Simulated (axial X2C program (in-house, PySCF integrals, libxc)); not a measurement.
GaO⁺: from the spin-free to the two-component result

Computed with an in-house all-electron X2C program for linear molecules (integrals from PySCF). Spin-free means the one-electron spin-free X2C Hamiltonian; two-component (2c) means X2C with spin–orbit coupling and atomic mean-field two-electron Coulomb and Gaunt terms, so the difference of the two also holds small scalar two-electron terms. Basis: Ga dyall-cv3z [9s9p7d4f1g], O dyall-av3z [7s6p3d2f] (cores contracted in-house); Gaussian nuclei, density fitting, unrestricted open shells. Masses: Ga 68.926 u, O 15.995 u.

Spin-free state: M_S = 1, Λ = 1 (beyond evenly filled blocks: σα, π+α, π+β, π-α); fragments Ga+ + O.

```json
{"level": "PBE0", "Re (Å)": "1.874", "ωe (cm⁻¹)": "422.9", "De (eV)": "0.130", "μ (D)": "-2.10"}
{"level": "PBEsol", "Re (Å)": "1.855", "ωe (cm⁻¹)": "498.1", "De (eV)": "0.615", "μ (D)": "-1.94"}
```

Dipoles are positive if O is the positive end and refer to the centre of mass.

Two-component determinant lowest at the distance of the search:

Ω = 2 (⟨Sz⟩ = 1.00, ⟨Lz⟩ = 1.00 at PBE0); fragments Ga+ + O.

```json
{"level": "PBE0", "Re (Å)": "1.874", "ωe (cm⁻¹)": "423.9", "De (eV)": "0.141", "μ (D)": "-2.09"}
{"level": "PBEsol", "Re (Å)": "1.854", "ωe (cm⁻¹)": "498.8", "De (eV)": "0.627", "μ (D)": "-1.94"}
```

**Question.** From the two tables, how do the constants change at the PBE0 level (2c against spin-free)?

**Answer.** At the PBE0 level Re doesn't move by more than 0.001 Å and ωe increases by 1.0 cm⁻¹; De is not compared, since the atomic limits differ or miss part of their spin–orbit lowering.

One determinant describes the state; a PBE0 search over occupations chose it and may have missed a lower one. Dissociation energies refer to the lowest single-determinant-based atoms at the same level and basis. Density functionals use the spin component along the axis (collinear). The 2c atoms are single determinants rather than J levels; their spin–orbit lowering is only partly caught, and De is too large by that part. This holds for PBE0, PBEsol. Other states lie close and PBE0, whose exact exchange favours high spin, may order them wrongly; the determinant shown need not be the ground state. The nearest other spin-free determinant of the search, M_S = 0, Λ = 1, lies 0.33 eV up at the distance of the search. Without a current term, density functionals place determinants with orbital angular momentum somewhat too high. The atomic limit has a lower orbital projection than the molecule and lies lower at mean-field level, so De may be about a tenth of an eV too small. With several unpaired electrons one determinant need not be a pure state. Open-shell Ω = 0 determinants with evenly filled partner blocks cannot be reached by this program, so the Ω shown need not be the lowest component. At some level and bond length an empty orbital lies below a filled one.
